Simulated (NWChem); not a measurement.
# Correlation energy of Br

SMILES: [Br]
```xyz
1

Br     0.0000     0.0000     0.0000
```
Charge 0, spin multiplicity 2.

Program: NWChem.

Basis set: 6-311G**. Each correlation energy counts from its own Hartree-Fock reference.

The Hamiltonian is non-relativistic. The correlated methods keep 9 core orbitals frozen. The Pople sets run with spherical d functions. No SCF solution was tested for a lower state. Open-shell Hartree-Fock references start from PBE0 orbitals. No row is a measurement; the coupled-cluster row has its own basis-set and correlation limits.

### Question
One of these methods gave a correlation energy of -251.6 mHa. Which?
(A) CCSD on UHF
(B) CCSD[T] on UHF
(C) UMP2
(D) SCS-UMP2

### Answer
C, UMP2. The others give -229.8 (SCS-UMP2), -253.6 (CCSD on UHF), -257.2 (CCSD[T] on UHF).
